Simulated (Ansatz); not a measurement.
Geometry optimisation, Ansatz 0.2.0, RKS PBE-D4/def2-mTZVP.

Input file:

```yaml
crystal:
  periodic: [false, false, false]
  atoms:
    - { symbol: B, position_ang: [-0.4808, 1.3879, -0.3592] }
    - { symbol: Si, position_ang: [0.7611, 0.0031, -0.1465] }
    - { symbol: B, position_ang: [2.129, 0.26433, 1.28552] }
    - { symbol: O, position_ang: [2.3033, 0.59337, -0.18274] }
    - { symbol: H, position_ang: [-1.1828, 1.4289, -1.3709] }
    - { symbol: H, position_ang: [-1.0123, 1.9179, 0.598] }
    - { symbol: H, position_ang: [0.74016, -1.21629, -1.0209] }
    - { symbol: H, position_ang: [2.13409, 0.50622, 2.37761] }
basis:
  gaussian: { orbitals: def2-mTZVP }
hamiltonian:
  xc: pbe
  dispersion: d4
relax:
  f_tol: 0.015
  max_steps: 40
```

Command:

```bash
$ ansatz run input.yaml --threads 2 --pin off --max-ram 3072MiB --backend cpu --events-out ev --progress --plain --runs-dir out
```

Task: Where does it end, and by what steps?

Result: The forces met the threshold. After 11 steps the energy has fallen by 2.053 eV; H6 moved furthest, 1.04 Å.

```json
{"step": "0", "energy less start (eV)": "0.0000", "largest force component (eV/Å)": "6.318", "accepted": "yes"}
{"step": "1", "energy less start (eV)": "-1.2229", "largest force component (eV/Å)": "2.787", "accepted": "yes"}
{"step": "2", "energy less start (eV)": "-1.5665", "largest force component (eV/Å)": "2.203", "accepted": "yes"}
{"step": "3", "energy less start (eV)": "-1.8162", "largest force component (eV/Å)": "1.293", "accepted": "yes"}
{"step": "4", "energy less start (eV)": "-1.9009", "largest force component (eV/Å)": "0.605", "accepted": "yes"}
{"step": "5", "energy less start (eV)": "-1.9700", "largest force component (eV/Å)": "0.451", "accepted": "yes"}
{"step": "6", "energy less start (eV)": "-2.0090", "largest force component (eV/Å)": "0.729", "accepted": "yes"}
{"step": "7", "energy less start (eV)": "-2.0450", "largest force component (eV/Å)": "0.282", "accepted": "yes"}
{"step": "8", "energy less start (eV)": "-2.0511", "largest force component (eV/Å)": "0.119", "accepted": "yes"}
{"step": "9", "energy less start (eV)": "-2.0523", "largest force component (eV/Å)": "0.038", "accepted": "yes"}
{"step": "10", "energy less start (eV)": "-2.0529", "largest force component (eV/Å)": "0.028", "accepted": "yes"}
{"step": "11", "energy less start (eV)": "-2.0531", "largest force component (eV/Å)": "0.011", "accepted": "yes"}
```

```xyz
8
Properties=species:S:1:pos:R:3
B -0.683 1.357 -0.484
Si 0.771 0.084 -0.260
B 1.895 0.195 1.351
O 2.373 0.790 0.266
H -1.764 0.985 -0.850
H -0.540 2.495 -0.131
H 1.056 -1.059 -1.180
H 2.284 0.037 2.469
```

Whether the end is a true minimum wasn't checked by a vibrational analysis.

Run time: 19 s on 2 threads of Arm Neoverse V1, on a shared host, peak memory 0.16 GiB.
